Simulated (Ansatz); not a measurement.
Reaction (homolysis of the Cl–In bond): `[NH2][In]([Cl])[Br]` → Cl• + `[NH2][In][Br]`•

Gas-phase electronic energies from Ansatz, PBE0-D4/def2-TZVP geometries. CCSD(T)/CBS adds triple-zeta CCSD(T) − MP2 to the extrapolated MP2 energy (def2 sets, frozen cores). This one scheme is used for every species, atoms too. Functionals use def2-TZVPP. Open shells (•) are unrestricted, without spin–orbit coupling. Spin–orbit coupling would lower the free atoms: a little for Cl. Elements past krypton have def2 core potentials. For Br, In outer-core shells are correlated without core-valence functions, so the limit isn't a true one: a few kJ/mol of doubt a bond, and 10 to 20 or more in all where bonds break to atoms. Scalar relativity is left out up to krypton. Each species was taken in one conformer, which may not be the lowest.

| species | revPBE-D4 energy (Eh) |
| --- | --- |
| `[NH2][In]([Cl])[Br]` | -3280.34279 |
| Cl• | -460.06619 |
| `[NH2][In][Br]`• | -2820.14235 |

Question: Work out ΔE.

Answer: ΔE = (-460.06619) + (-2820.14235) − (-3280.34279) = 0.13425 Eh = +84.2 kcal/mol. CCSD(T)/CBS gives +93.6 kcal/mol.

Largest T1 diagnostic among the species: 0.016.

The D4 term adds +1.8 kcal/mol with B3LYP and +1.0 kcal/mol with PBE0; it sums over pairs of atoms, weighted by their polarisabilities, and B3LYP, whose exchange is more repulsive, gets the larger term. Leaving LDA and LC-ωPBE aside and taking each functional with its dispersion term where it has one, the values, not all of them listed here, spread over 11.6 kcal/mol, from BLYP-D4 to ωB97X-V. LDA lies +14.1 kcal/mol from PBE without D4, its usual overbinding. In def2-TZVPP, CCSD(T) changes the Hartree–Fock value by +21.0 kcal/mol (the triples alone add +2.0 kcal/mol) and MP2 by +26.4 kcal/mol; breaking electron pairs costs correlation energy, which Hartree–Fock lacks.

B3LYP here is the variant with VWN-RPA as its local correlation; programs differ in this.
